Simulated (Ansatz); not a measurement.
Reaction: SnO2H3 (SMILES [O][SnH2][OH], doublet) → SnO2H3 (SMILES [SnH]([OH])[OH], doublet)
Each species at its own B3LYP-D3(BJ)/def2-TZVP minimum (Ansatz, a quantum-chemistry and plane-wave program), one conformer.

Quantity: isomerisation energy (electronic), in kcal/mol. Radicals and triplets start from unrestricted determinants; spin-orbit coupling is neglected. Cores are frozen in correlated methods (noble-gas shells, and filled d and f shells in the p block). Past Kr the def2 sets carry scalar-relativistic core potentials. CBS(X,Y): correlation extrapolated as X^-3, Hartree-Fock from the larger set. A bracket is a step between two methods taken in the basis named. Spin-orbit terms, left out, reach several kcal/mol for Br and I, and more for heavier atoms.

CCSD(T)/CBS(def2-TZVPP,def2-QZVPP) + [CCSDT(Q) - CCSD(T)]/def2-SVP (Ansatz) gives -47.1 kcal/mol.

How far off this value is PBE/def2-TZVPD (Ansatz), in which direction, and how far these levels: r2SCAN/def2-TZVPD, PBE0/def2-TZVPD, wB97M-V/def2-TZVPD, B2PLYP/def2-TZVPD, CCSD(T)/CBS(def2-TZVPP,def2-QZVPP)?

PBE gives -50.2 kcal/mol, 3.1 kcal/mol below it. Differences of the others: r2SCAN/def2-TZVPD (Ansatz) 0.6; PBE0/def2-TZVPD (Ansatz) 1.3; wB97M-V/def2-TZVPD (Ansatz) 1.4; B2PLYP/def2-TZVPD (Ansatz) 0.2; CCSD(T)/CBS(def2-TZVPP,def2-QZVPP) (Ansatz) 0.2 kcal/mol.
